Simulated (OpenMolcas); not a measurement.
## Multiconfigurational calculation on Pt2+

Pt2+ among 8 point charges of -1.2 e arranged as a cube (Oh), 2.33 Å from the ion. With inversion symmetry the input lists one of each pair of outer charges.

Input:

```
&GATEWAY
Coord
1

Pt 0.0 0.0 0.0
Basis=ANO-RCC-VDZP
Group=XYZ
NoMove
AngMom=0.0 0.0 0.0
AMFI
XField
4 Angstrom 0
1.345226 1.345226 1.345226 -1.200000
1.345226 1.345226 -1.345226 -1.200000
1.345226 -1.345226 1.345226 -1.200000
1.345226 -1.345226 -1.345226 -1.200000
&SEWARD
&RASSCF
FileOrb=start.orb
Symmetry=1
Spin=3
nActEl=8 0 0
Inactive=15 19
Ras2=5 0
CIRoot=10 10 1
SDav=10
CIMx=300
Iter=120 100
PrWF=0.3
OrbListing=Nothing
MaxOrb=0
>>> COPY $Project.JobIph JOB001
&RASSCF
FileOrb=start.orb
Symmetry=1
Spin=1
nActEl=8 0 0
Inactive=15 19
Ras2=5 0
CIRoot=15 15 1
SDav=15
CIMx=300
Iter=120 100
PrWF=0.3
OrbListing=Nothing
MaxOrb=0
>>> COPY $Project.JobIph JOB002
&RASSI
NrOfJobIphs=2 10 15
1 2 3 4 5 6 7 8 9 10
1 2 3 4 5 6 7 8 9 10 11 12 13 14 15
IphNames
JOB001
JOB002
EJob
SpinOrbit
DIPRint=1.0
SOCoupling=1000.0
Subsets=2
Property=9
'ANGMOM' 1 'ANGMOM' 2 'ANGMOM' 3 'MLTPL  1' 1 'MLTPL  1' 2 'MLTPL  1' 3
'AMFI' 1 'AMFI' 2 'AMFI' 3
SOProperty=3
'ANGMOM' 1 'ANGMOM' 2 'ANGMOM' 3
```

Launched by
```bash
OMP_NUM_THREADS=1 MOLCAS_MEM=1689 MOLCAS_PROJECT=a pymolcas a.inp > a.log  # once for each step of the input, in one work folder
```

A driver script runs the steps one by one and writes start.orb anew before each from the orbitals found so far.

Output, cut to the results:

```
--- SEWARD ---
Basis set label: PT.ANO-RCC...7S6P4D2F.

      Electronic valence basis set:
      ------------------
      Associated Effective Charge  78.000000 au
      Associated Actual Charge     78.000000 au
      Nuclear Model: Point charge

      Shell  nPrim  nBasis  Cartesian Spherical Contaminant
         s      24       7        X
         p      21       6        X
         d      15       4                 X
         f      11       2                 X
                  Relativistic Douglas-Kroll-Hess integrals:
                    - DKH order of Hamiltonian: 2
                    - DKH order of Properties : 0
                  Atomic mean-field integrals
--- RASSCF ---
Wave function specifications:
      -----------------------------

      Number of closed shell electrons          68
      Number of electrons in active shells       8
      Max number of holes in RAS1 space          0
      Max nr of electrons in RAS3 space          0
      Number of inactive orbitals               34
      Number of active orbitals                  5
      Number of secondary orbitals              20
      Spin quantum number                      1.0
      State symmetry                             1
Orbital specifications:
      -----------------------

      Symmetry species                           1   2
                                                ag  au
      Frozen orbitals                            0   0
      Inactive orbitals                         15  19
      Active orbitals                            5   0
      RAS1 orbitals                              0   0
      RAS2 orbitals                              5   0
      RAS3 orbitals                              0   0
      Secondary orbitals                         7  13
      Deleted orbitals                           0   0
      Number of basis functions                 27  32
      Number of CSFs                            10
      Number of root(s) required                10
      Iter CI   SX   CI       RASSCF       Energy    max ROT     max BLB   max BLB  Level Ln srch  Step   QN
          iter iter root      energy       change     param      element    value   shift minimum  type update
 Nr of preliminary CI iterations:   1
      Total energies have been shifted. Add               -18000.00 au
        1   1    6    0  -399.29025041    0.00E+00   9.31E-02   17  24 1  2.38E-01*  0.01   0.00    SX    NO
        2   1    6    0  -399.34519885   -5.49E-02*  3.90E-02   17  23 2  1.19E-01*  0.12   0.00    SX    NO
        3   1    5    0  -399.35723307   -1.20E-02*  2.17E-02   19  25 2 -6.04E-02*  0.05   0.00    SX    NO
        4   1    5    0  -399.36096754   -3.73E-03*  1.42E-02   17  23 2  3.94E-02*  0.09   0.00    SX    NO
        5   1    5    0  -399.36251220   -1.54E-03*  5.12E-03   17  23 2 -2.44E-02*  0.07   0.62    QN   YES
        6   1    4    0  -399.36347454   -9.62E-04*  1.07E-04   13  29 2  5.24E-04*  0.07   1.02    QN   YES
        7   1    3    0  -399.36347492   -3.79E-07*  1.94E-05   20  27 1 -4.36E-05   0.07   1.03    QN   YES
        8   1    3    0  -399.36347493   -4.28E-09   8.00E-06   20  27 1 -1.49E-05   0.07   1.31    QN   YES
      Convergence after  8 iterations
        9   1    3    0  -399.36347493   -2.73E-10   8.00E-06   19  25 2  3.51E-07   0.07   1.31    QN   YES
      Natural orbitals and occupation numbers for root  1
      sym 1:   1.986639   1.013361   2.000000   1.013361   1.986639
      Natural orbitals and occupation numbers for root  2
      sym 1:   1.055906   1.055906   1.944094   1.944094   2.000000
      Natural orbitals and occupation numbers for root  3
      sym 1:   1.046108   1.953892   1.953892   1.046108   2.000000
::    RASSCF root number  1 Total energy: -18399.39226929
::    RASSCF root number  2 Total energy: -18399.39226929
::    RASSCF root number  3 Total energy: -18399.39226929
::    RASSCF root number  4 Total energy: -18399.37722192
::    RASSCF root number  5 Total energy: -18399.37722192
::    RASSCF root number  6 Total energy: -18399.37722192
::    RASSCF root number  7 Total energy: -18399.35913162
::    RASSCF root number  8 Total energy: -18399.32238134
::    RASSCF root number  9 Total energy: -18399.32238134
::    RASSCF root number 10 Total energy: -18399.32238134
--- RASSCF ---
Wave function specifications:
      -----------------------------

      Number of closed shell electrons          68
      Number of electrons in active shells       8
...
--- RASSI ---
SPIN-FREE ENERGIES:
  (Shifted by EMIN (a.u.) =     -18399.3922692913)

 SF State       Relative EMIN(au)   Rel lowest level(eV)    D:o, cm**(-1)      L_eff

     1             0.0000000000        0.0000000000              0.0000         3.0
     2             0.0000000000        0.0000000000              0.0000         3.0
     3             0.0000000000        0.0000000000              0.0000         3.0
     4             0.0150473741        0.4094599098           3302.5169         3.0
     5             0.0150473741        0.4094599098           3302.5169         3.0
     6             0.0150473741        0.4094599098           3302.5169         3.0
     7             0.0331376711        0.9017219678           7272.8782         3.0
    11             0.0552958193        1.5046758968          12136.0296         2.2
    12             0.0552958193        1.5046758968          12136.0296         2.2
    13             0.0552958193        1.5046758968          12136.0296         2.2
    14             0.0586461264        1.5958423969          12871.3370         2.6
    15             0.0586461264        1.5958423969          12871.3370         2.6
    10             0.0698879524        1.9017480673          15338.6326         1.0
     8             0.0698879524        1.9017480673          15338.6326         1.0
     9             0.0698879524        1.9017480673          15338.6326         1.0
    16             0.0849915061        2.3127367006          18653.4795         3.9
    17             0.0849915061        2.3127367006          18653.4795         3.9
    18             0.0849915061        2.3127367006          18653.4795         3.9
    19             0.0919530550        2.5021700957          20181.3628         4.0
    20             0.0919530550        2.5021700957          20181.3628         4.0
    21             0.0919530550        2.5021700957          20181.3628         4.0
...
```

Spin-orbit levels above the lowest (labels of O, the rotations of Oh):

| E (cm-1) | Degeneracy | Label | 2S+1 |
| --- | --- | --- | --- |
| 0.0 | 1 | A1 | 3 |
| 1030 | 3 | T1 | 3 |
| 1883 | 2 | E | 3 |
| 4041 | 3 | T2 | 3 |
| 9192 | 3 | T2 | 3 (63 %) |
| 11495 | 2 | E | 3 (54 %) |
| 12510 | 3 | T1 | 3 |
| 13639 | 1 | A2 | 3 |
| 14111 | 3 | T2 | 3 (86 %) |
| 18673 | 2 | E | 3 |
| 21693 | 3 | T2 | 3 |
| 23259 | 1 | A1 | 3 (84 %) |
| 25573 | 3 | T1 | 3 |
| 26639 | 3 | T2 | 1 (88 %) |
| 27284 | 2 | E | 1 (78 %) |
| 28970 | 3 | T1 | 1 |
| 29484 | 1 | A1 | 1 |
| 30962 | 3 | T2 | 1 (57 %) |
| 33449 | 2 | E | 1 (70 %) |
| 57714 | 1 | A1 | 1 (87 %) |

An orbital triplet at a regular site is open to Jahn-Teller coupling, which can distort the site and quench the lowest spin-orbit gaps and is left out. Without dynamic correlation the repulsion within the d shell is too large (B by tens of per cent), so at a given field states of lower spin stand too high. Real 4d8 and 5d8 ions are as a rule square planar and diamagnetic. Point charges carry no covalency, so the field is a model and not that of real ligands. No measured value stands beside these numbers.

The RASSCF and RASSI steps took 6.3 s on 1 thread of AMD EPYC 9R14 (Zen 4), with other jobs on the host; the integral step is not counted.
